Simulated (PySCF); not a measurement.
C6H14O, SMILES COCCC(C)C at its GFN2-xTB optimised geometry (Å):

```
21

C      2.5060     0.8129     0.5816
O      1.6336     0.1521     1.4620
C      0.2707     0.4704     1.2841
C     -0.3336    -0.1081     0.0000
C     -1.8652    -0.1081     0.0000
C     -2.4290     1.3112     0.0000
C     -2.3809    -0.8742    -1.2174
H      3.5149     0.5875     0.9228
H      2.3920     0.4642    -0.4507
H      2.3481     1.8987     0.6081
H      0.1408     1.5624     1.3122
H     -0.2301     0.0344     2.1530
H      0.0235    -1.1363    -0.0968
H      0.0217     0.4555    -0.8655
H     -2.2113    -0.6208     0.9047
H     -3.5149     1.2845    -0.0535
H     -2.1479     1.8443     0.9042
H     -2.0588     1.8661    -0.8597
H     -2.0163    -1.8987    -1.2107
H     -2.0455    -0.3965    -2.1357
H     -3.4681    -0.8978    -1.2215
```

Method: PBE/def2-SVP run with PySCF. Cells within 0.4 Å of a nucleus heavier than hydrogen are left out (blank, or x).

Map of the deformation density (molecule minus spherical neutral atoms) (e/bohr³) on the plane z = 0.0 Å:

```
|1111111111111111111111111111111|
|1111111111111111111111111111111|
|1111111111111111111111111111111|
|1111111111111111111111111111111|
|1111111111111111111111111111111|
|1111111111111111111111111111111|
|1111111111111111111111111111111|
|1111111111111111111111111111111|
|1111111111111111111111111111111|
|1111111000111111111111111111111|
|1111111101210111111111111111111|
|111110364x300011111112100111111|
|11111059xx200000000012000111111|
|1111101326610001000038300111111|
|1111110014722112100038411111111|
|1111110001xx77xx000012111111111|
|1111111001xx44x5100001111111111|
|1111111001100169311111111111111|
|1111111000000036111111111111111|
|1111111100000010011111111111111|
|1111111111111111111111111111111|
|1111111111111111111111111111111|
|1111111111111111111111111111111|
|1111111111111111111111111111111|
|1111111111111111111111111111111|
|1111111111111111111111111111111|
|1111111111111111111111111111111|
|1111111111111111111111111111111|
|1111111111111111111111111111111|
|1111111111111111111111111111111|
|1111111111111111111111111111111|
```
Scale: ten equal steps from -0.016 (start of '0') to 0.092 (end of '9'), in the order '0123456789'; x runs from -6.00 to 6.00, y from -6.00 (bottom) to 6.00 (top).
